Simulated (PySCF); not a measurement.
C₂H₇BO₃, SMILES OCB(O)CO.

The structure is a stationary point at B3LYP-D3(BJ)/def2-SVP. This is a generated structure with no PubChem entry under its InChIKey; it may be hypothetical. One conformer was computed; it need not be the lowest.

Computed with TDDFT-PBE/def2-SVPD in PySCF.

Vertical excitations. Isolated molecule, no solvent.

| state | energy (eV) | λ (nm) | f | main pairs |
|---|---|---|---|---|
| S1 | 5.20 | 238 | 0.008 | HOMO→LUMO+1 75 %, HOMO→LUMO 23 % |
| S2 | 5.26 | 236 | 0.010 | HOMO→LUMO 71 %, HOMO→LUMO+1 24 % |
| S3 | 5.27 | 235 | 0.003 | HOMO−1→LUMO+1 71 %, HOMO−1→LUMO 28 % |
| S4 | 5.34 | 232 | 0.016 | HOMO−1→LUMO 69 %, HOMO−1→LUMO+1 25 % |
| S5 | 5.72 | 217 | 0.011 | HOMO→LUMO+2 96 % |
| S6 | 5.81 | 213 | 0.002 | HOMO−1→LUMO+2 96 % |
| S7 | 6.31 | 196 | 0.002 | HOMO−2→LUMO+1 83 %, HOMO−2→LUMO 17 % |
| S8 | 6.39 | 194 | 0.014 | HOMO−2→LUMO 82 %, HOMO−2→LUMO+1 17 % |
| S9 | 6.69 | 185 | 0.013 | HOMO→LUMO+3 98 % |
| S10 | 6.76 | 183 | 0.009 | HOMO−1→LUMO+3 98 % |
| T1 | 4.95 | 250 | 0 | HOMO→LUMO 76 %, HOMO−1→LUMO 22 % |
| T2 | 5.07 | 245 | 0 | HOMO−1→LUMO 76 %, HOMO→LUMO 23 % |
| T3 | 5.14 | 241 | 0 | HOMO→LUMO+1 97 % |
| T4 | 5.21 | 238 | 0 | HOMO−1→LUMO+1 97 % |
Triplets are in the Tamm–Dancoff approximation, which puts them higher than full response would, so one can lie above its singlet here.
